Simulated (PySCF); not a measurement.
# NMR data sheet: CH4B2F2O2

```yaml
Formula: CH4B2F2O2
SMILES: OB(O)CB(F)F
InChI: InChI=1S/CH4B2F2O2/c4-2(5)1-3(6)7/h6-7H,1H2
Point_group_of_the_computed_structure: C1
Carbon_signals: 1
Proton_signals: 2
```

Bonds (- single, = double, # triple, : aromatic): O1-B2 1.364 Å, B2-O3 1.364 Å, B2-C4 1.578 Å, C4-B5 1.552 Å, B5-F6 1.325 Å, B5-F7 1.324 Å. O1 carries H8; O3 carries H9; C4 carries H10, H11.

How the numbers were obtained: J couplings at B3LYP/pcJ-1 (spin–dipole term only in couplings to heteroatoms), KT3/pcSseg-2 with gauge-including orbitals, geometry from PBE0-D3(BJ)/def2-SVP, in PySCF 2.14 (non-relativistic Hamiltonian, fast rotation and ring inversion assumed for equivalent nuclei, in vacuum, one computed conformer).

δ = σ(ref) − σ, references computed at the same level: TMS for $^{1}$H (σref 31.35) and $^{13}$C (σref 181.31); $^{19}$F (σref 146.91) against CFCl3; $^{11}$B (σref 98.64) against BF3·OEt2; $^{17}$O (σref 323.80) against H2O.

```tsv
carbon	δC, type	δH (multiplicity, J in Hz)	HMBC from (abs. J ≥ 3 Hz)	span of the C tensor (ppm)
C4	1.5, CH2	0.77 (t, 9.8)	–	29
```

Other nuclei:
```
atoms   nucleus                        environment  δ (ppm)  σ (ppm)
H8/H9   $^{1}$H  hydrogen on an oxygen bonded to B     2.65    28.70
F6/F7  $^{19}$F               fluorine bonded to B    -95.8    242.7
   B2  $^{11}$B             boron bonded to C, 2 O     26.5     72.1
   B5  $^{11}$B             boron bonded to C, 2 F     25.8     72.9
O1/O3  $^{17}$O              oxygen bonded to B, H    119.8    204.1
```

Selected couplings (Hz, signed; the shortest-range and largest first, 30 at most; isotopes $^{11}$B, $^{19}$F, $^{13}$C, $^{1}$H): $^{1}J$(B5,F6) -138.4, $^{1}J$(C4,H10) 129.4, $^{1}J$(C4,B5) 74.3, $^{1}J$(B2,C4) 62.9, $^{2}J$(C4,F6) 27.2, $^{2}J$(B2,H10) -9.4, $^{2}J$(B5,H10) -9.3, $^{2}J$(B2,B5) -2.3, $^{3}J$(F6,H10) 9.8, $^{3}J$(B2,F6) 3.2.

1. δH 2.65: hydrogen on an oxygen bonded to B; exchangeable, gas-phase position.
2. δH 0.77: hydrogen on an sp3 CH2 bonded to 2 B.

Exchangeable OH/NH protons stand at their gas-phase positions; hydrogen bonding in a real sample shifts them, mostly to higher δ. A carbon bonded to boron is broadened by the quadrupolar boron nucleus and is often missing from a measured spectrum. Multiplet labels drop couplings under 1 Hz and merge nearly equal ones. Shifts are as computed, not scaled to solution data. Of 1313 compounds with measured shifts, 239 miss one by over three times the rms of a fit or turn the order of signals round; such compounds aren't used in these exercises. Unscaled 19F shifts against computed CFCl3 carry errors that often reach 10 to 50 ppm. Experimental scales use liquid or dissolved standards, which lie at an offset from isolated H2O (liquid H2O: subtract about 36 ppm). 3J across rotatable bonds or in flexible rings reflects this conformer alone.
